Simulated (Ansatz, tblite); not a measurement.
Forces on CoSi₆ at its r2SCAN-D4/def2-SVP geometry. The state is a doublet with charge 0.

The xTB rows come from tblite. At PBE-D4/def2-TZVP the charge 0 doublet is spin-contaminated (final ⟨S²⟩ up to 0.91, 0.75 for a pure state). No other spin state of charge 0 was run. The geometry of the doublet was relaxed on an unsound state (⟨S²⟩ 1.27, where a pure state has 0.75). Another isomer (quartet) lies 1.91 eV lower at PBE0-D4/def2-TZVP; other spin states weren't run for this one.

GFN1-xTB (tblite), largest force 1.44 eV/Å:

```xyz
7
positions Å, forces eV/Å
Co   -0.033   -0.934    0.696    0.173   -1.209    0.768
Si   -2.112   -0.460    0.214   -0.528    0.120   -0.002
Si    2.308    1.414   -0.149    0.686    0.362    0.028
Si    0.019    1.247    0.110    0.056    0.650   -0.213
Si    0.344   -2.451   -0.880    0.167   -0.154   -0.169
Si   -1.966    1.641    1.102   -0.736    0.439    0.185
Si    1.440   -0.458   -1.092    0.182   -0.208   -0.597
```

GFN2-xTB (tblite), largest force 1.58 eV/Å:

```
Co 0.026 -0.627 0.193
Si -1.105 -0.440 0.088
Si 0.431 0.067 -0.153
Si 0.331 1.494 0.375
Si 0.389 0.062 -0.085
Si -0.556 0.275 0.165
Si 0.484 -0.829 -0.583
```

PBE-D4/def2-TZVP (Ansatz), largest force 0.28 eV/Å:

```
Co -0.007 -0.110 -0.258
Si 0.190 0.037 0.062
Si 0.015 0.042 0.057
Si -0.002 -0.099 0.031
Si 0.030 -0.039 0.106
Si -0.191 0.201 0.063
Si -0.035 -0.031 -0.061
```
